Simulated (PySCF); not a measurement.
What the low excited states add to the polarisability

Species: C3H4F5NSi.
Geometry (GFN2-xTB, Å), atoms numbered from 1 in this order:
```xyz
14
C3H4F5NSi angstrom
F     -0.540   -1.035    1.467
C     -1.570   -0.549    0.772
F     -2.130    0.413    1.508
F     -2.461   -1.526    0.635
C     -1.095    0.021   -0.589
F     -2.189    0.428   -1.276
F     -0.543   -0.985   -1.303
C     -0.128    1.190   -0.367
N      1.091    1.103   -0.191
Si     2.305   -0.131   -0.102
H     -0.644    2.150   -0.367
H      3.158    0.279   -1.213
H      1.891   -1.528   -0.213
H      2.854    0.169    1.216
```

Computed with TDDFT PBE0/def2-SVPD, vertical, gas phase, core orbitals frozen in the response (PySCF 2.14.0, density-fitted response routines).

Excitation energies and transition dipoles (atomic units, axes of the coordinates) of those of the lowest 6 singlets that add 0.02 au or more to the mean polarisability:

```tsv
state	ΔE (hartree)	μx	μy	μz
S1	0.1436	-0.051	-0.025	-0.066
S2	0.2418	-0.133	0.243	-0.006
S3	0.2578	0.347	0.007	-0.133
S4	0.2596	1.051	-0.139	0.100
S5	0.2703	0.797	-0.460	0.017
S6	0.2801	0.267	-0.143	0.094
```

Task: What does each state add to αxx, αyy and αzz, and how do the sums compare with the full static tensor?

Result: Each state adds 2 μα² / ΔE.

```tsv
state	αxx (au)	αyy (au)	αzz (au)
S1	0.04	0.01	0.06
S2	0.15	0.49	0.00
S3	0.93	0.00	0.14
S4	8.50	0.15	0.08
S5	4.71	1.56	0.00
S6	0.51	0.15	0.06
all 6 states	14.8	2.4	0.3
full response	91.2	68.9	62.8
share (%)	16	3	1
```

The rest comes from the higher roots of the same response equations.

Task: Give the full tensor and its principal values.

Result: In au, rows and columns x, y, z:
```
x   91.2 -3.3  1.1
y   -3.3 68.9 -0.9
z    1.1 -0.9 62.8
```
Principal values 62.7, 68.5 and 91.7 au; mean 74.3 au (11.01 Å³).

Task: By how much does the contribution of these states grow at 532 nm?

Result: With ω = 0.0856 hartree each state's term in the mean polarisability goes from f / ΔE² to f / (ΔE² − ω²), f = (2/3) ΔE |μ|²; the sum over all 6 states goes from 5.84 to 6.55 au, a rise of 0.71 au.

One conformer stands for the species.
